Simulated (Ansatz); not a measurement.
Calculated with Ansatz (gas phase, PBE0-D4/def2-TZVP geometries, no zero-point term in ΔE). CCSD(T)/CBS adds triple-zeta CCSD(T) − MP2 to the extrapolated MP2 energy (def2 sets, frozen cores). This one scheme is used for every species. DFT in def2-TZVPP. HSE06 is defined as in plane-wave codes. For Ge outer-core shells are correlated without core-valence functions, which leaves a few kJ/mol of doubt a bond. Scalar relativity is left out up to krypton. Each species was taken in one conformer, which may not be the lowest.

`[OH][Ge]([OH])([Cl])[Cl]` + H₂ → `[OH][GeH]([OH])[Cl]` + HCl  (hydrogenolysis of a Ge–Cl bond)

```tsv
level	ΔE (kJ/mol)	difference from CCSD(T)/CBS
revPBE-D4	55.5	7.7
PBE0-D4	49.0	1.2
r2SCANh-D4	53.8	6.0
r2SCAN0-D4	52.4	4.6
HSE06-D4	49.2	1.4
PBE0	43.8	-4.0
r2SCANh	52.3	4.5
r2SCAN0	50.7	2.9
HSE06	44.3	-3.5
BHLYP	40.8	-7.0
CCSD/def2-SVP	39.9	-7.9
CCSD(T)/def2-SVP	42.9	-4.9
HF/def2-TZVPP	38.8	-9.0
CCSD/def2-TZVPP	43.5	-4.3
MP2/CBS(def2)	55.8	8.0
CCSD/CBS(def2)	43.5	-4.3
CCSD(T)/CBS	47.8	0
```

What do rigid-rotor, harmonic-oscillator terms from PBE0-D4/def2-TZVP frequencies (298.15 K, 1 bar) make of the CCSD(T)/CBS value? (Best estimate.)

Ansatz gave: ΔZPE = +8.9 kJ/mol, ΔH = +53.1 kJ/mol, ΔS = 22 J/(mol·K), ΔG = +46.4 kJ/mol.

Largest T1 diagnostic among the species: 0.011.

In def2-TZVPP, CCSD(T) changes the Hartree–Fock value by +8.9 kJ/mol (the triples alone add +4.3 kJ/mol) and MP2 by +17.0 kJ/mol. The D4 term adds +9.7 kJ/mol with B3LYP and +5.2 kJ/mol with PBE0; it sums over pairs of atoms, weighted by their polarisabilities, and B3LYP, whose exchange is more repulsive, gets the larger term.

B3LYP here is the variant with VWN-RPA as its local correlation; programs differ in this.
